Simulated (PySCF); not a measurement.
Job file and geometry (Å, from GFN2-xTB) of a spin–spin coupling run on SMILES C=NB1NBNBN1, CH7B3N4, B3LYP/pcJ-1 indirect spin-spin coupling, non-relativistic, gas phase (PySCF 2.14.0, density-fitted response routines); density fitting, a coarse starting grid and PySCF grid level 2 are the driver's defaults:

```
$ OMP_NUM_THREADS=1 python probes_run.py task.json out

{"job": {"kind": "j", "xc": "B3LYP", "basis": "pcJ-1"}, "charge": 0, "multiplicity": 1}
C      3.062118     0.231704    -0.466256
N      1.947133     0.177774     0.072391
B      0.559511     0.051567    -0.113902
N     -0.277841     1.205643    -0.232564
B     -1.686531     1.118582    -0.274818
N     -2.259511    -0.176380    -0.189504
B     -1.490957    -1.362448    -0.066143
N     -0.086296    -1.222430    -0.032968
H      3.959001     0.351495     0.142222
H      3.231130     0.163891    -1.548777
H      0.163762     2.110417    -0.278402
H     -2.353987     2.079853    -0.381856
H     -3.263834    -0.257729    -0.215865
H     -1.998757    -2.420126     0.000009
H      0.490644    -2.043823     0.058864
```

**Question.** What does the program print?

**Answer.** 
```
coarse grid: 12936 points
cycle   1  E = -335.9959099377  dE =  1.185e+00  |g| = 7.275e-01  |ddm| = 3.254e+00
cycle   2  E = -335.8192417437  dE =  1.767e-01  |g| = 1.159e+00  |ddm| = 1.359e+00
cycle   3  E = -336.1097613763  dE = -2.905e-01  |g| = 1.535e-01  |ddm| = 9.148e-01
cycle   4  E = -336.1138594978  dE = -4.098e-03  |g| = 8.216e-02  |ddm| = 1.371e-01
cycle   5  E = -336.1151909535  dE = -1.331e-03  |g| = 2.076e-02  |ddm| = 5.626e-02
cycle   6  E = -336.1152842879  dE = -9.333e-05  |g| = 3.178e-03  |ddm| = 1.512e-02
cycle   7  E = -336.1152861550  dE = -1.867e-06  |g| = 1.293e-03  |ddm| = 3.007e-03
final grid: 126408 points
cycle   8  E = -336.1643526498  dE = -1.145e-04  |g| = 9.323e-03  |ddm| = 2.496e-02
cycle   9  E = -336.1643363225  dE =  1.633e-05  |g| = 1.302e-02  |ddm| = 1.263e-02
cycle  10  E = -336.1643693411  dE = -3.302e-05  |g| = 1.236e-03  |ddm| = 7.568e-03
cycle  11  E = -336.1643695414  dE = -2.002e-07  |g| = 8.092e-04  |ddm| = 1.204e-03
cycle  12  E = -336.1643696769  dE = -1.355e-07  |g| = 2.400e-04  |ddm| = 5.558e-04
cycle  13  E = -336.1643696887  dE = -1.186e-08  |g| = 1.833e-05  |ddm| = 1.640e-04
cycle  14  E = -336.1643696888  dE = -6.366e-11  |g| = 7.246e-06  |ddm| = 1.749e-05
converged SCF energy = -336.1643696888

Indirect spin-spin couplings (Hz)
  i      j    bonds     total        FC       PSO       DSO        SD
  0 C    1 N    1    -22.615   -28.547     8.043    -0.053    -2.059
  0 C    2 B    2      6.598     6.816    -0.100    -0.149     0.030
  0 C    3 N    3     -0.843    -0.811    -0.085     0.023     0.030
  0 C    6 B    4      0.150     0.176     0.074    -0.087    -0.013
  0 C    7 N    3     -0.853    -0.822    -0.087     0.023     0.032
  0 C    8 H    1    182.388   182.003    -0.263     0.647         -
  0 C    9 H    1    168.769   168.433    -0.338     0.674         -
  0 C   11 H    5      0.169     0.189     0.196    -0.216         -
  0 C   13 H    5      0.169     0.189     0.197    -0.217         -
  1 N    2 B    1    -35.588   -37.586     2.257    -0.149    -0.110
  1 N    3 N    2      1.339     1.231     0.007     0.005     0.095
  1 N    4 B    3     -0.936    -0.857    -0.073     0.031    -0.037
  1 N    6 B    3     -0.946    -0.867    -0.073     0.031    -0.037
  1 N    7 N    2      1.364     1.262     0.001     0.005     0.096
  1 N    8 H    2     -6.279    -7.580     1.361     0.236    -0.296
  1 N    9 H    2      3.348     2.058     1.261     0.265    -0.235
  1 N   10 H    3     -1.075    -1.116     0.012    -0.057     0.086
  1 N   11 H    4     -0.166    -0.173    -0.086     0.090     0.002
  1 N   13 H    4     -0.167    -0.173    -0.085     0.090     0.002
  1 N   14 H    3     -1.071    -1.116     0.017    -0.056     0.084
  2 B    3 N    1    -30.281   -31.981     2.007    -0.147    -0.161
  2 B    4 B    2     -0.360    -0.274    -0.021    -0.014    -0.051
  2 B    5 N    3     -2.694    -2.520    -0.047    -0.014    -0.113
  2 B    6 B    2     -0.362    -0.276    -0.022    -0.013    -0.051
  2 B    7 N    1    -30.358   -32.057     2.007    -0.147    -0.161
  2 B    8 H    3      9.206     9.183     0.575    -0.605     0.053
  2 B    9 H    3      3.061     3.107     0.138    -0.170    -0.014
  2 B   10 H    2     -1.095    -0.329    -0.244    -0.454    -0.068
  2 B   11 H    3      4.277     4.300     0.418    -0.441    -0.001
  2 B   12 H    4     -0.262    -0.190     0.539    -0.588    -0.023
  2 B   13 H    3      4.275     4.298     0.418    -0.441    -0.001
  2 B   14 H    2     -1.069    -0.305    -0.240    -0.455    -0.068
  3 N    4 B    1    -26.856   -29.146     2.609    -0.115    -0.205
  3 N    5 N    2      1.168     1.351    -0.191     0.003     0.005
  3 N    6 B    3     -2.017    -1.814    -0.056    -0.002    -0.145
  3 N    7 N    2      1.951     2.047    -0.069     0.005    -0.031
  3 N    8 H    4      0.454     0.461    -0.111     0.103     0.000
  3 N    9 H    4      0.460     0.437    -0.050     0.043     0.030
  3 N   10 H    1    -81.550   -77.918    -2.882    -0.371    -0.378
  3 N   11 H    2     -4.642    -4.999     0.313     0.061    -0.017
  3 N   12 H    3     -4.330    -4.458    -0.103     0.226     0.006
  3 N   13 H    4      0.275     0.243    -0.107     0.129     0.011
  3 N   14 H    3     -3.141    -3.211    -0.155     0.220     0.005
  4 B    5 N    1    -26.081   -28.248     2.457    -0.111    -0.179
  4 B    6 B    2     -0.725    -0.719     0.103    -0.070    -0.040
  4 B    7 N    3     -2.009    -1.806    -0.056    -0.001    -0.146
  4 B    9 H    5     -0.194    -0.161     0.192    -0.218    -0.007
  4 B   10 H    2     -0.536     0.530    -0.311    -0.678    -0.077
  4 B   11 H    1    140.770   140.551    -1.221     1.066     0.373
  4 B   12 H    2     -0.675     0.330    -0.263    -0.679    -0.062
  4 B   13 H    3      3.952     3.987     0.509    -0.537    -0.006
  5 N    6 B    1    -26.112   -28.279     2.457    -0.111    -0.179
  5 N    7 N    2      1.160     1.342    -0.191     0.003     0.005
  5 N   10 H    3     -4.147    -4.277    -0.100     0.226     0.004
  5 N   11 H    2     -4.404    -4.736     0.279     0.070    -0.017
  5 N   12 H    1    -81.239   -77.626    -2.910    -0.334    -0.369
  5 N   13 H    2     -4.406    -4.738     0.279     0.070    -0.017
  5 N   14 H    3     -4.136    -4.266    -0.100     0.226     0.004
  6 B    7 N    1    -26.836   -29.126     2.610    -0.115    -0.205
  6 B    9 H    5     -0.194    -0.161     0.193    -0.220    -0.007
  6 B   11 H    3      3.948     3.982     0.509    -0.537    -0.006
  6 B   12 H    2     -0.663     0.342    -0.263    -0.679    -0.062
  6 B   13 H    1    140.703   140.484    -1.220     1.066     0.373
  6 B   14 H    2     -0.549     0.518    -0.313    -0.678    -0.077
  7 N    8 H    4      0.450     0.456    -0.110     0.103     0.002
  7 N    9 H    4      0.454     0.431    -0.051     0.044     0.030
  7 N   10 H    3     -3.132    -3.203    -0.155     0.220     0.005
  7 N   11 H    4      0.277     0.244    -0.107     0.129     0.011
  7 N   12 H    3     -4.324    -4.452    -0.103     0.226     0.006
  7 N   13 H    2     -4.643    -5.000     0.314     0.061    -0.017
  7 N   14 H    1    -81.579   -77.949    -2.882    -0.371    -0.378
  8 H    9 H    2     23.061    22.961     3.421    -3.321         -
  8 H   11 H    6     -0.181    -0.114     0.707    -0.775         -
  8 H   13 H    6     -0.179    -0.111     0.707    -0.775         -
  9 H   11 H    6     -0.199    -0.135     0.541    -0.605         -
  9 H   12 H    7     -0.161    -0.079     0.791    -0.873         -
  9 H   13 H    6     -0.199    -0.135     0.547    -0.612         -
 10 H   11 H    3      5.607     5.863     0.090    -0.347         -
 10 H   12 H    4      1.995     2.158     2.158    -2.322         -
 10 H   14 H    4      2.389     2.527     2.243    -2.381         -
 11 H   12 H    3      5.354     5.602     0.142    -0.391         -
 11 H   13 H    4      0.384     0.457     1.305    -1.379         -
 12 H   13 H    3      5.352     5.600     0.144    -0.392         -
 12 H   14 H    4      1.985     2.149     2.157    -2.321         -
 13 H   14 H    3      5.616     5.873     0.086    -0.343         -
```

Size and cost of the density-fitted run: 286 basis functions, 2.7 min wall time on 1 thread of an Arm Neoverse N1, shared host; peak memory 1.1 GiB.
